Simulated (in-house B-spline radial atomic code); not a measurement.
Configurations of P V (P4+), with energies counted from [Ne] 3s1. Computed with a radial B-spline atomic code at the basis-set limit: non-relativistic M06-2X, spin-polarised, spherical fractional occupations, exact exchange averaged over the configuration, point nucleus. Shells without spins written out take the highest spin.

Occupations are held fixed; configurations that lie above the ionisation limit could autoionise.

```
       configuration  E - E(ref) (eV)  highest orbital  its <r> (bohr)
            [Ne] 4s1           33.472            4s up            3.25
            [Ne] 4f1           41.666            4f up            3.48
    [He] 2s2 2p5 3s2           129.61          3s down           1.527
[He] 2s2 2p5 3s1 3d1            154.8            3d up            1.71
```

Order these further configurations by energy, lowest first.
A. [He] 2s2 2p5 3s1 4s1
B. [He] 2s2 2p5 3s1 4f1
C. [He] 2s2 2p5 3s1 4p1
D. [He] 2s1 2p6 3s1 3d1
E. [Ne] 3p1

E (10.56 eV), A (165.97 eV), C (169.76 eV), B (176.92 eV), D (206.2 eV).
